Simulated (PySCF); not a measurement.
Electric field gradients and quadrupole coupling constants

Compound: C₃H₉B.
Numbering: `[BH2:1][CH2:2][CH2:3][CH3:4]` (hydrogens: H5, H6 on B1; H7, H8 on C2; H9, H10 on C3; H11, H12, H13 on C4)

Cartesian coordinates in Å at the PBE0-D3(BJ)/def2-SVP level; atoms count from 1:
```xyz
13
C3H9B angstrom
B      1.873    0.653    0.518
C      0.391    0.607    0.047
C     -0.397   -0.688    0.220
C     -1.826   -0.610   -0.293
H      2.429   -0.315    0.993
H      2.507    1.680    0.408
H     -0.129    1.458    0.534
H      0.402    0.925   -1.018
H      0.137   -1.507   -0.292
H     -0.402   -0.967    1.287
H     -2.364   -1.560   -0.154
H     -1.851   -0.368   -1.369
H     -2.396    0.175    0.230
```

Field gradients from the PBE0/pcSseg-1 density (PySCF, non-relativistic), principal values in atomic units, ordered |Vxx| ≤ |Vyy| ≤ |Vzz|:

```csv
atom,Vxx,Vyy,Vzz
B1,-0.2926,-0.3427,0.6353
```

Problem. Find the asymmetry η = (Vxx − Vyy)/Vzz and the couplings χ = eQV/h (234.96 MHz × Q in barn × V in au), with Q(11B) = 0.04059 b.

Solution. 
```
atom             environment  nucleus     η  χzz (MHz)  χxx (MHz)  χyy (MHz)
  B1  three-coordinate boron      11B  0.08       6.06      -2.79      -3.27
```

The tensor is traceless: Vxx + Vyy + Vzz = 0.

Problem. What is Vzz at B1 in SI units (1 au = 9.71736 × 10²¹ V/m²)?

Solution. 0.6353 au = 6.173 × 10²¹ V/m².

Were the hydrogens deuterons (Q(2H) = 0.00286 b), χzz would run from 132 kHz (H5 and H6) to 197 kHz (H11).

Geometry: PBE0-D3(BJ)/def2-SVP, one conformer, isolated molecule. A larger basis could move these couplings by a tenth or more.
